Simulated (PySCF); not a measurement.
Electron correlation in Te⁺ (tellurium, charge +1)

[Kr] 4d10 5s2 5p3, high-spin 4S determinant. Calculation: PySCF 2.14, in ANO-RCC-VTZP; scalar relativity by spin-free X2C-1e. Frozen: [Ar] 3d10; 23 electrons correlated.

```json
{"level": "CCSD", "correlation energy (mhartree)": "-628.58"}
{"level": "(T)", "correlation energy (mhartree)": "-13.12"}
{"level": "CCSD(T)", "correlation energy (mhartree)": "-641.70"}
```

Diagnostics: T1 = 0.0044, D1 = 0.0148, largest double amplitude 0.048.

**Question.** Is a single reference adequate?

**Answer.** Yes, within this model without spin-orbit coupling: T1 lies below 0.03 and no double amplitude reaches 0.07.
